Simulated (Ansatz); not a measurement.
Pb3O2, relaxed as a triplet with UKS PBE-D4/def2-SVP in Ansatz, starting from the PBE-D4/def2-SVP geometry of the neutral singlet. Force threshold 0.02 eV/Å.

In the def2 sets Pb takes a core potential; there is no spin–orbit coupling. The relaxation made no stability test and no search for a lower SCF solution. At PBE-D4/def2-SVP a singlet of charge 0 lies 0.47 eV below the triplet, each at its own geometry. The structure comes from a short search, and lower isomers may exist.

Start:

Cartesian coordinates in Å:
```
Pb -1.116 1.430 0.478
Pb 0.035 -1.508 -1.115
Pb 1.543 0.111 0.910
O 0.298 0.728 -1.126
O -0.760 -0.761 0.854
```

| step | energy (eV) | largest force component (eV/Å) | SCF passes |
| --- | --- | --- | --- |
| 1 | -19836.0547 | 1.382 | 23 |
| 2 | -19836.6936 | 0.947 | 32 |
| 3 | -19836.8790 | 0.465 | 29 |
| 4 | -19836.9025 | 0.163 | 22 |
| 5 | -19836.9046 | 0.044 | 23 |
| 6 | -19836.9048 | 0.001 | 23 |

Force components are those of the run's own axes.

End:

```xyz
5

Pb   -1.3210    1.2778    0.2545
Pb   -0.2747   -1.3930   -1.1945
Pb    1.5957    0.1151    0.9400
O     0.5356    0.7532   -1.0014
O    -0.5355   -0.7532    1.0015
```

By distances, no bond broke or formed. The bond that changes most is Pb3–O4, from 2.47 to 2.30 Å (atoms count from 1).

No frequencies were taken in this run, so the end may be a saddle point.

It took 11 s on 4 threads of Arm Neoverse V1 on a shared host.
